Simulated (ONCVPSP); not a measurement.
# u(r) = r·R(r): atom against pseudo-atom (tungsten)

Columns: radius, all-electron u(r) and pseudo u(r) of the 5d shell (level -4.48 eV) of tungsten in the configuration [Kr] 4d10 4f14 5s2 5p6 5d4 6s2; PBE, scalar-relativistic, ONCV scheme, ONCVPSP 4.0.1.

```json
{"r (bohr)": "0.113", "all-electron": "0.2148", "pseudo": "0.0019"}
{"r (bohr)": "0.225", "all-electron": "-0.0443", "pseudo": "0.0142"}
{"r (bohr)": "0.338", "all-electron": "-0.3002", "pseudo": "0.0455"}
{"r (bohr)": "0.450", "all-electron": "-0.2938", "pseudo": "0.0997"}
{"r (bohr)": "0.563", "all-electron": "-0.1288", "pseudo": "0.1770"}
{"r (bohr)": "0.675", "all-electron": "0.0800", "pseudo": "0.2710"}
{"r (bohr)": "0.788", "all-electron": "0.2777", "pseudo": "0.3746"}
{"r (bohr)": "0.900", "all-electron": "0.4384", "pseudo": "0.4765"}
{"r (bohr)": "1.013", "all-electron": "0.5607", "pseudo": "0.5692"}
{"r (bohr)": "1.125", "all-electron": "0.6455", "pseudo": "0.6444"}
{"r (bohr)": "1.238", "all-electron": "0.7001", "pseudo": "0.6992"}
{"r (bohr)": "1.350", "all-electron": "0.7298", "pseudo": "0.7318"}
{"r (bohr)": "1.463", "all-electron": "0.7411", "pseudo": "0.7449"}
{"r (bohr)": "1.575", "all-electron": "0.7385", "pseudo": "0.7421"}
{"r (bohr)": "1.688", "all-electron": "0.7259", "pseudo": "0.7283"}
{"r (bohr)": "1.800", "all-electron": "0.7065", "pseudo": "0.7076"}
{"r (bohr)": "1.913", "all-electron": "0.6823", "pseudo": "0.6826"}
{"r (bohr)": "2.025", "all-electron": "0.6554", "pseudo": "0.6555"}
{"r (bohr)": "2.138", "all-electron": "0.6266", "pseudo": "0.6266"}
{"r (bohr)": "2.250", "all-electron": "0.5972", "pseudo": "0.5972"}
{"r (bohr)": "2.363", "all-electron": "0.5675", "pseudo": "0.5675"}
{"r (bohr)": "2.475", "all-electron": "0.5383", "pseudo": "0.5383"}
{"r (bohr)": "2.588", "all-electron": "0.5094", "pseudo": "0.5094"}
{"r (bohr)": "2.700", "all-electron": "0.4817", "pseudo": "0.4817"}
{"r (bohr)": "2.813", "all-electron": "0.4546", "pseudo": "0.4546"}
{"r (bohr)": "2.925", "all-electron": "0.4287", "pseudo": "0.4287"}
```

(1) How many radial nodes do the two functions have?

(2) At about which radius was the pseudo-wave matched?

(3) Where does each function peak?

(4) Is the pseudo-wave norm-conserving?

## Answers

(1) The all-electron 5d function has n − l − 1 = 2; the pseudo-wave has 0, since the states of the same l below it are removed with the core.

(2) 2.25 bohr. The columns agree to 0.0005 from 1.91 bohr on; several derivatives are matched, so the curves merge somewhat inside the radius.

(3) Outermost all-electron maximum near 1.46 bohr, pseudo maximum near 1.46 bohr (to the table’s step).

(4) Yes: the ONCV scheme keeps the norm inside the radius equal to the all-electron one, which fixes the energy derivative of the logarithmic derivative at the level.
